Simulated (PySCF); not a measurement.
Iodoethane, SMILES C(I)C, PBE0/def2-SVP optimised geometry.

```
8

C     -0.97     0.48     0.00
C      0.54     0.48     0.00
I      1.38    -1.52     0.00
H     -1.38    -0.02    -0.89
H     -1.33     1.52     0.00
H     -1.38    -0.02     0.89
H      0.96     0.95    -0.89
H      0.96     0.96     0.89
```

Density from PBE0/def2-TZVP, def2 effective core potentials past Kr run with PySCF at that geometry. The core electrons that the potentials of I replace are not part of the density.

Minimum of the electron density along straight lines between bonded atoms, close to the bond critical point (lines longer than 1.1 times the sum of covalent radii, or with two minima, are not listed):

```
bond   length / Å  ρ at the minimum / e bohr⁻³  ∇²ρ there / e bohr⁻⁵  position (fraction from the first atom)
-----  ----------  ---------------------------  --------------------  ---------------------------------------
C1–C2       1.509                        0.253                 -0.65                                     0.48
C2–I3       2.166                        0.116                 -0.06                                     0.46
C1–H4       1.100                        0.274                 -0.93                                     0.64
C1–H5       1.103                        0.269                 -0.90                                     0.64
C1–H6       1.100                        0.274                 -0.93                                     0.64
C2–H7       1.097                        0.279                 -0.97                                     0.65
C2–H8       1.097                        0.279                 -0.97                                     0.65
```
